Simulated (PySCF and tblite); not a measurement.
Values are calculated unless marked as measured or tabulated.
C3H10Si, numbered as in [CH3:1][CH2:2][SiH2:3][CH3:4]. The ensemble was built from 90 distance-geometry starts (ETKDG and KDG, MMFF94s, GFN2-xTB) and rests on PBE0-D3(BJ)/def2-SVP geometries. Energies: PBE0-D3(BJ)/def2-TZVP, with GFN2-xTB thermal terms (modes under about 100 cm⁻¹ blended into free rotors). Symmetry numbers and mirror images are counted. Conformers within 4 kcal/mol (GFN2-xTB free energy) were kept, 5 at most. GIAO shieldings: PBE0/pcSseg-1. Shifts are against TMS (¹H), TMS (¹³C), TMS (²⁹Si) at the same level. Programs: PySCF with density fitting and tblite.

Torsions listed: C1–C2–Si3–C4. Of a mirror pair one member is shown.

```json
{"conformer": "1", "shape": "180°", "point group": "Cs", "mirror pair": "no", "ΔE(DFT)": "0.00", "Δ(G−E) at 250 K": "0.00", "δ Si3 (ppm)": "-31.2"}
{"conformer": "2", "shape": "60°", "point group": "C1", "mirror pair": "yes", "ΔE(DFT)": "0.01", "Δ(G−E) at 250 K": "0.00", "δ Si3 (ppm)": "-34.5"}
```

Energies in kcal/mol; the thermal term leaves out symmetry numbers and mirror images.

Problem. Work out the weights at 250 K and the ²⁹Si shift of Si3 under fast exchange.

Solution. RT = 0.497 kcal/mol. Each conformer gets RT ln(σ/g), with σ the rotational symmetry number and g = 2 for a mirror pair: 1: σ = 1, g = 1, G = 0.00 + 0.00 + 0.00 = 0.00, 0.34 above the lowest, exp(−ΔG/RT) = 0.503; 2: σ = 1, g = 2, G = 0.01 + 0.00 − 0.34 = -0.34, 0.00 above the lowest, exp(−ΔG/RT) = 1.000. The sum is 1.503, so the weights are 33.5, 66.5 %. The averaged shift is -33.4 ppm. At 298.15 K it is -33.4 ppm. At 298.15 K the leading conformer alone gives -34.5 ppm and bare DFT energies give -32.8 ppm.

Unscaled ²⁹Si shifts at such levels can be off by tens of ppm; differences between conformers or isomers are more reliable.
